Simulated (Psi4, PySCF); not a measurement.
The PySCF input:
```python
from pyscf import gto, scf

mol = gto.Mole()
mol.atom = '''
    C     0.255200    0.360500    1.252100
    Si    1.347300   -0.249000   -0.203200
    C    -0.259600   -0.389800   -1.242300
    Si   -1.342500    0.281200    0.192500
    H     0.505500    1.346900    1.631900
    H     0.250600   -0.304700    2.112200
    H     2.304600    0.741400   -0.698700
    H     2.037500   -1.520200    0.036800
    H    -0.274600    0.210000   -2.147900
    H    -0.504300   -1.405000   -1.545600
    H    -1.959900    1.582100   -0.071400
    H    -2.360000   -0.653400    0.683600
'''
mol.basis = '6-311g**'
mol.charge = -1
mol.spin = 1
mol.verbose = 3
mol.build()

mf = scf.UHF(mol)
mf.kernel()
```

### Question
Convert this to an input for Psi4.

### Answer
One answer among several that fit: 
```
memory 2 GB

molecule mol {
-1 2
C     0.255200    0.360500    1.252100
Si    1.347300   -0.249000   -0.203200
C    -0.259600   -0.389800   -1.242300
Si   -1.342500    0.281200    0.192500
H     0.505500    1.346900    1.631900
H     0.250600   -0.304700    2.112200
H     2.304600    0.741400   -0.698700
H     2.037500   -1.520200    0.036800
H    -0.274600    0.210000   -2.147900
H    -0.504300   -1.405000   -1.545600
H    -1.959900    1.582100   -0.071400
H    -2.360000   -0.653400    0.683600
}

set {
  basis 6-311g**
  reference uhf
  scf_type pk
  puream true
  d_convergence 1e-8
}

energy('scf')
print_variables()
```

Both were run: PySCF gave -658.189668 Eh and Psi4 -658.189668 Eh, 0.000 mEh apart.
